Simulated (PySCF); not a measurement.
C7H13N.
SMILES with atom numbers: `[H]/[N:8]=[CH:7]/[C@@H:5]([CH2:4]/[CH:3]=[CH:2]/[CH3:1])[CH3:6]` (hydrogens: H9, H10, H11 on C1; H12 on C2; H13 on C3; H14, H15 on C4; H16 on C5; H17, H18, H19 on C6; H20 on C7; H21 on N8)

Geometry (PBE0-D3(BJ)/def2-SVP, Å), atoms numbered from 1 in this order:
```xyz
21
C7H13N angstrom
C      3.6418    1.0705    0.7944
C      2.3816    0.8969    0.0160
C      1.4862   -0.0792    0.1970
C      0.2239   -0.2382   -0.5918
C     -1.0779   -0.0414    0.2133
C     -1.2273   -1.0486    1.3509
C     -1.1654    1.3623    0.7374
N     -2.0546    2.1732    0.3373
H      4.5261    1.0382    0.1355
H      3.6671    2.0506    1.3006
H      3.7575    0.2879    1.5592
H      2.1864    1.6395   -0.7704
H      1.6813   -0.8257    0.9789
H      0.1923   -1.2520   -1.0311
H      0.2261    0.4710   -1.4355
H     -1.9228   -0.1572   -0.4849
H     -0.4582   -0.9061    2.1270
H     -1.1361   -2.0798    0.9747
H     -2.2106   -0.9499    1.8348
H     -0.3933    1.6294    1.4882
H     -1.9453    3.0773    0.8076
```

Linear response at CAM-B3LYP/def2-SVPD (PySCF, frozen core in the response, non-relativistic).

Static isotropic polarisability: 94.63 au (14.02 Å³), principal values 78.1, 94.8, 111.0 au.

(1) What is the polarisability at 1064 nm and at the sodium D line?

(2) What is the isotropic C6 coefficient between two such molecules, C6 = (3/π)∫α(iω)² dω?

(3) Which effective excitation energy ω̄ makes London's formula C6 = (3/4)α²ω̄ exact here?

(4) The lowest 6 singlets have (eV, f): 5.35, 0.004; 6.75, 0.089; 6.92, 0.153; 7.12, 0.148; 7.21, 0.010; 7.37, 0.018. What share of the static polarisability do they carry in the sum over states α = Σ f/ω²?

(5) What molar refraction at the D line follows from R = (4π/3)·N_A·α′, with α′ the polarisability volume?

(6) What n − 1 at the D line would an ideal gas of it have at 273.15 K and 1 atm (2.6868 × 10¹⁹ cm⁻³), by n − 1 = 2π·N·α′?

## Answers

(1) 95.46 au at 1064 nm (+0.9 %), 97.43 au at 589.3 nm (+3.0 %). The rise at 589.3 nm is 3.38 times that at 1064 nm; a pure ω² law gives 3.26. The lowest singlet lies at 232 nm, shorter than both wavelengths.

(2) 3690 au (Eh·bohr⁶) by a ten-point quadrature over imaginary frequencies, which is 2210 eV·Å⁶ or 213 J·nm⁶/mol.

(3) ω̄ = 4·C6/(3α²) = 0.549 Eh = 15.0 eV. A one-pole form α(ω) = α/(1 − ω²/ω̄²) fitted to the 1064 nm value gives 12.5 eV.

(4) 6.48 au, 6.8 % of α; the largest term, 2.38 au, is that of the state at 6.92 eV. Their oscillator strengths add up to 0.42. Higher states carry the rest.

(5) α′ = 14.44 Å³ gives R = 36.42 cm³/mol, for isolated, non-vibrating species.

(6) 24.37 × 10⁻⁴, a formal value whether or not that pressure can be reached.

Time: 68 s wall. Hardware: x86-64 server, one thread, shared host. This is the whole response run at CAM-B3LYP/def2-SVPD, SCF included.

One conformer stands for the species.
